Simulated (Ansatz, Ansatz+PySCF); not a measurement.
```xyz
8

C     0.0000    0.0000   -0.7596
C     0.0000    0.0000    1.5191
H     0.0000   -1.0240   -1.1651
H    -0.8868    0.5120   -1.1651
H     0.8868    0.5120   -1.1651
H     0.0000    1.0240    1.9247
H    -0.8868   -0.5120    1.9247
H     0.8868   -0.5120    1.9247
```

Basis set: cc-pVDZ (spherical functions). Correlated methods keep 2 orbitals frozen. Charge 0, multiplicity 1.

Computed with Ansatz (development build ahead of 0.2.0); each method stands on the lowest determinant of its kind that the runs found. Restricted open shells among the atoms or ions are ROHF, correlated in semicanonical orbitals with singles. Restricted functionals stand beside restricted open-shell atoms, which can lie above the unrestricted atoms usual in DFT and then raise those values.

(1) Give the atomization energy at this shape (free ground-state atoms in the same class of orbitals less the molecule, no zero-point energy) of singlet C2H6 by ωB97X (restricted), ωB97X (unrestricted), PBE0 (restricted), PBE0 (unrestricted), PBE (restricted), RHF-CCSD(T), UHF-CCSD(T), RHF-MP2, UHF-MP2, UHF.

Answers

(1)

```csv
method,atomization energy
ωB97X (restricted),27.58 eV
ωB97X (unrestricted),27.45 eV
PBE0 (restricted),27.69 eV
PBE0 (unrestricted),27.60 eV
PBE (restricted),28.16 eV
RHF-CCSD(T),26.33 eV
UHF-CCSD(T),26.28 eV
RHF-MP2,26.07 eV
UHF-MP2,25.50 eV
UHF,20.61 eV
```

Caution for PBE (restricted): stretched shape with no unrestricted run beside it, a lower state can exist. Caution for RHF-CCSD(T), UHF-CCSD(T), RHF-MP2, UHF-MP2: bonds are stretched, where a single reference can fail. Caution for UHF-CCSD(T), UHF-MP2, UHF: the determinant breaks the point group; the unrestricted determinant is spin contaminated. Caution for UHF-MP2: another reference gives a lower total.
